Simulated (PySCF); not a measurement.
This script is equivalent to a calculation on Tc²⁺ (technetium, charge +2).

```python
from pyscf import gto, scf, dft, mp, cc
import basis_set_exchange as bse
txt = bse.get_basis("cc-pVDZ-PP", elements=["Tc"], fmt="nwchem", header=False)
cut = txt.index("\nECP")
mol = gto.M(atom="Tc 0 0 0", charge=2, spin=5, symmetry="D2h",
            basis=gto.basis.parse(txt[:cut]),
            ecp={"Tc": gto.basis.parse_ecp(txt[cut:])})
mf = scf.UHF(mol)
mf.irrep_nelec = {'Ag': (3, 1), 'B1g': (1, 0), 'B2g': (1, 0), 'B3g': (1, 0), 'B1u': (1, 1), 'B2u': (1, 1), 'B3u': (1, 1)}
mf.kernel()
```

What total energy does it give?

-79.11978 hartree (calculated).

Which occupied shell lies highest, and where?

4d α, at -30.022 eV.

What is ⟨S²⟩, and what would a pure spin state give?

8.751, against 8.75.

Energies and moments cover only the electrons outside the core potential.
